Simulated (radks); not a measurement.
Problem. Spherical quantum dot in the effective-mass picture: electrons in a well V = -V0 / (1 + exp((r - R)/a)) with V0 = 10.5, R = 5.03, a = 0.53, with a point charge +2 (a donor) at the centre, all in effective atomic units (hartree* = m*/eps^2 hartree, bohr* = eps/m* bohr), one dielectric constant everywhere. Calculated with a radial shooting solver with Libxc functionals: non-relativistic Kohn-Sham, PBE, spin-polarised, spherical densities. Levels are named by radial order and angular momentum (1s, 1p, 1d, 2s, ...), and open shells are averaged over m. Results are scaled to m* = 0.588 and eps = 6.1, for which hartree* = 430 meV and bohr* = 0.549 nm. At N = 19 the configuration is 1s2 1p6 1d(up 5, down 4) 2s2. Does electron 20 go into 1f up or 1d down or 1f down?

Solution. Into 1d down. The total energies of the other choices lie higher by 130 meV (1f up), 135 meV (1f down).
